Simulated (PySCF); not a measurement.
H10PSi3, charge +1, singlet, at a GFN2-xTB geometry. Base run: HF/6-31G in PySCF.

Input for PySCF:
```python
from pyscf import gto, scf

mol = gto.Mole()
mol.atom = '''
    Si    0.048558    2.112909   -0.855008
    P     0.019501    0.088388    0.250948
    Si    1.931302   -1.200178    0.165612
    Si   -2.001940   -1.012808    0.405262
    H     1.335198    2.689626   -0.474458
    H    -0.055925    1.707993   -2.253254
    H    -1.122063    2.806684   -0.324739
    H     0.120316    0.545338    1.548302
    H     3.000162   -0.240230    0.428104
    H     1.895114   -1.725275   -1.195611
    H     1.719130   -2.192996    1.215448
    H    -1.759147   -2.027300    1.427378
    H    -2.935376    0.042524    0.789754
    H    -2.180805   -1.531109   -0.947267
'''
mol.basis = '6-31g'
mol.charge = 1
mol.spin = 0
mol.verbose = 4
mol.build()

mf = scf.RHF(mol)
mf.kernel()
mf.analyze()
```

Variants of this job, named by their change:

```csv
change,ΔE vs base (mEh),fitting functions
base,0.000,-
auxbasis = cc-pvtz-ri,[?],[?]
auxbasis = default (with mf = mf.density_fit()),0.111,678
auxbasis = even-tempered beta=3.0,-5.128,378
auxbasis = def2-tzvp-ri,[?],[?]
auxbasis = autoaux,-3.391,556
auxbasis = cc-pvdz-jkfit,0.111,678
auxbasis = even-tempered beta=2.0,[?],[?]
auxbasis = cc-pvtz-jkfit,0.044,784
auxbasis = def2-universal-jkfit,0.044,692
```

Q: Fill in the missing entries.

A: 
- auxbasis = cc-pvtz-ri, ΔE vs base (mEh): 10.743
- auxbasis = cc-pvtz-ri, fitting functions: 788
- auxbasis = def2-tzvp-ri, ΔE vs base (mEh): -9.983
- auxbasis = def2-tzvp-ri, fitting functions: 602
- auxbasis = even-tempered beta=2.0, ΔE vs base (mEh): -3.855
- auxbasis = even-tempered beta=2.0, fitting functions: 562

A fitting set is made for a task (jfit for Coulomb, jkfit for Coulomb and exchange, ri for correlation) and for a family of orbital bases.
